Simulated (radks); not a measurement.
Charge is removed step by step from the 2p level of neutral phosphorus, starting from [Ne] 3s2 3p3. All-electron calculation, scalar-relativistic Kohn-Sham, PBE, spin-unpolarised, spherical densities, point nucleus. Program: a radial shooting solver on a logarithmic mesh with Libxc functionals.

| removed (e) | E - E(0) (eV) | eigenvalue (eV) | E minus straight line (eV) |
|---|---|---|---|
| 0 | 0.000 | -124.49 | 0.000 |
| 0.1 | 12.599 | -127.53 | -1.433 |
| 0.2 | 25.504 | -130.62 | -2.561 |
| 0.3 | 38.719 | -133.75 | -3.377 |
| 0.4 | 52.251 | -136.93 | -3.877 |
| 0.5 | 66.103 | -140.16 | -4.057 |
| 0.6 | 80.280 | -143.43 | -3.913 |
| 0.7 | 94.785 | -146.74 | -3.439 |
| 0.8 | 109.62 | -150.10 | -2.632 |
| 0.9 | 124.80 | -153.50 | -1.487 |
| 1 | 140.32 | -156.93 | 0.000 |

Removing the whole electron costs 140.32 eV by Delta-SCF, against 124.49 eV from minus the eigenvalue at the starting occupation. Slater's transition state (half an electron removed) gives 140.16 eV. Integrating minus the eigenvalue over the occupation (Janak's theorem) gives 140.34 eV. In this scalar-relativistic scheme the density is built from large components alone, so the theorem holds only approximately. The mean slope of the eigenvalue, de/dn, is 32.4 eV per electron.
